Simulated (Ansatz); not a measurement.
Computed with Ansatz on PBE0-D4/def2-TZVP structures; ΔE is electronic, products minus reactants. CCSD(T)/CBS adds triple-zeta CCSD(T) − MP2 to the extrapolated MP2 energy (def2 sets, frozen cores). This one scheme is used for every species. Functionals use def2-TZVPP. B3LYP here is the variant with VWN-RPA as its local correlation; programs differ in this. One conformer a species, not always the lowest.

Reaction (formal hydrolysis of the Si–C bond): `O=C[SiH]([SiH3])Cl` + H₂O → `O[SiH]([SiH3])Cl` + `C=O`

Task: Is it downhill or uphill in electronic energy at CCSD(T)/CBS, and by how much? (An estimate is asked.)

Result: Computed: Downhill: ΔE = -1.13 eV.

Task: What do these levels give: PBE0-D4, ωB97M-V, B3LYP, CCSD(T)/def2-TZVPP, HF/def2-QZVPP, MP2/def2-QZVPP? (Estimate.)

Result: Computed: PBE0-D4 -1.08, ωB97M-V -1.17, B3LYP -1.19, CCSD(T)/def2-TZVPP -1.17, HF/def2-QZVPP -1.39, MP2/def2-QZVPP -1.18 eV.

Largest T1 diagnostic among the species: 0.015.

The D4 term adds +0.04 eV with B3LYP and +0.03 eV with PBE0; it sums over pairs of atoms, weighted by their polarisabilities, and B3LYP, whose exchange is more repulsive, gets the larger term. In def2-TZVPP, CCSD(T) changes the Hartree–Fock value by +0.22 eV (the triples alone add +0.04 eV) and MP2 by +0.19 eV. From PBE to PBE0 (25 % exact exchange), in def2-TZVPP and without D4, ΔE moves by −0.07 eV.
